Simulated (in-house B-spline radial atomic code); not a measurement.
Ionisation energies along the 24-electron series, configuration 1s2 2s2 2p6 3s2 3p6 3d3/2(4) 3d5/2(2), as differences of self-consistent energies. Dirac energy differences include first-order Breit, QED and recoil terms. NIST's values go from ground level to ground level; the uncertainty of those that are theory runs from under 0.1 % in few-electron ions to several per cent in heavy many-electron ones. Computed with a radial B-spline atomic code at the basis-set limit: Dirac-Hartree-Fock, jj configuration that fills j = l - 1/2 first, finite nuclei.

A number in brackets counts the electrons of a j subshell.

```
  ion     configuration after  ionisation energy (eV)  IE/(q+1)² (eV)  -ε less Coulomb ΔSCF (eV)  Breit and QED recoil part (eV)  tabulated value (eV)    tabulated kind  computed minus tabulated (eV)
Cs31+  [Ar] 3d3/2(4) 3d5/2(1)                  1935.4            1.89                     2.8306                        -0.48717                  1936  tabulated theory                           -0.6
Ba32+  [Ar] 3d3/2(4) 3d5/2(1)                  2046.8          1.8796                     2.8322                        -0.54115                  2047  tabulated theory                           -0.2
La33+  [Ar] 3d3/2(4) 3d5/2(1)                       ?               ?                          ?                               ?                     ?  tabulated theory                              ?
Ce34+  [Ar] 3d3/2(4) 3d5/2(1)                  2278.8          1.8603                     2.8349                        -0.65953                  2280  tabulated theory                           -1.2
Pr35+  [Ar] 3d3/2(4) 3d5/2(1)                       ?               ?                          ?                               ?                     ?  tabulated theory                              ?
Nd36+  [Ar] 3d3/2(4) 3d5/2(1)                  2522.9          1.8429                     2.8371                        -0.79232                  2525  tabulated theory                           -2.1
Pm37+  [Ar] 3d3/2(4) 3d5/2(1)                  2649.5          1.8348                     2.8381                        -0.86435                  2652  tabulated theory                           -2.5
Sm38+  [Ar] 3d3/2(4) 3d5/2(1)                  2779.1          1.8272                     2.8389                        -0.94024                  2782  tabulated theory                           -2.9
```

(1) Fill in the row of La33+.

(2) Fill in the row of Pr35+.

Results:

(1) ionisation energy (eV): 2161.3; IE/(q+1)² (eV): 1.8697; -ε less Coulomb ΔSCF (eV): 2.8336; Breit and QED recoil part (eV): -0.59858; tabulated value (eV): 2162; computed minus tabulated (eV): -0.7.

(2) ionisation energy (eV): 2399.4; IE/(q+1)² (eV): 1.8514; -ε less Coulomb ΔSCF (eV): 2.8361; Breit and QED recoil part (eV): -0.72407; tabulated value (eV): 2400; computed minus tabulated (eV): -0.6.
